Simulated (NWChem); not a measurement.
A series in which one site is exchanged, each optimised at PBE0/def2-SVP with NWChem, gas phase unless a solvent is named. Low-valent species are run as closed-shell singlets; no triplet was tried in these runs. For some, no frequency run checked for a minimum. def2 effective core potentials on I; no spin-orbit coupling.

A: [Ge]([I])[Br] (GeIBr; site = Br)
B: [GeH][I] (GeHI; site = H)
C: [F][Ge][I] (GeIF; site = F)
D: [I][Ge][I] (GeI2; site = I)

Values for A:

- orbital gap (eV), PBE0/def2-SVP = 4.16
- vertical ionisation energy, ΔSCF, PBE/def2-SVP (eV) = 9.21
- vertical ionisation energy, ΔSCF, PBE0/def2-SVP (eV) = 9.44

How do these values change for the other members?


| change from A | B | C | D |
|---|---|---|---|
| orbital gap (eV), PBE0/def2-SVP | -0.52 | +0.47 | -0.25 |
| vertical ionisation energy, ΔSCF, PBE/def2-SVP (eV) | -0.42 | +0.43 | -0.28 |
| vertical ionisation energy, ΔSCF, PBE0/def2-SVP (eV) | -0.43 | +0.38 | -0.27 |
